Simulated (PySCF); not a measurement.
Delta-SCF ions had no search for a lower state. Excitations are Tamm–Dancoff values on a coarser integration grid. The basis has no diffuse functions, so Rydberg states are missing or too high.

Z-matrix (Å, degrees):
```
C
H 1 1.1042
C 1 1.5254 2 104.76
F 3 1.3470 1 112.32 2 -53.36
F 3 1.3472 4 106.39 1 -122.54
F 3 1.3473 4 107.19 5 -114.31
C 1 1.5401 2 108.88 3 -120.27
H 7 1.1017 1 106.93 2 -69.57
H 7 1.1032 8 105.67 1 115.21
C 7 1.5293 8 108.46 9 118.05
H 10 1.0982 7 112.33 8 -171.58
H 10 1.1010 11 107.83 7 -121.45
H 10 1.1022 11 107.56 12 -115.84
C 1 1.5401 2 109.05 3 117.19
H 14 1.1015 1 109.41 2 -63.07
H 14 1.1038 15 106.03 1 118.18
Si 14 1.8955 15 106.35 16 115.53
H 17 1.4917 14 108.89 15 -44.27
H 17 1.4919 18 108.31 14 122.65
H 17 1.4942 18 109.04 19 117.76
```
Charge 0, multiplicity 1.

**Question.** What T1 excitation (TDA), S1 excitation (TDA), HOMO–LUMO gap, LUMO, vertical ionisation energy (Delta-SCF), dipole moment, brightest of the four lowest singlets (TDA) and S1 oscillator strength does M06-2X/def2-TZVP // B3LYP-D3(BJ)/def2-SVP run with PySCF give?

**Answer.** 
| Item | Value |
|---|---|
| T1 excitation (TDA) | 7.99 eV |
| S1 excitation (TDA) | 8.67 eV |
| HOMO–LUMO gap | 11.42 eV |
| LUMO | 1.19 eV |
| vertical ionisation energy (Delta-SCF) | 11.17 eV |
| dipole moment | 1.91 D |
| brightest of the four lowest singlets (TDA) | 8.67 eV |
| S1 oscillator strength | 0.123 |
